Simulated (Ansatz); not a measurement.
Harmonic frequencies (cm⁻¹) at PBE0-D4/def2-TZVP from Ansatz: 176, 395, 770, 848, 1043, 1086, 1185, 1375, 1381, 1459, 1474, 3030, 3082, 3085, 3161.

Which molecule is it?
A. `CC=S`
B. `N[C](=S)[ZnH]`
C. `F[Si@H]1[O][Sn@H]1[Cl]`
D. `C=CS`

A.
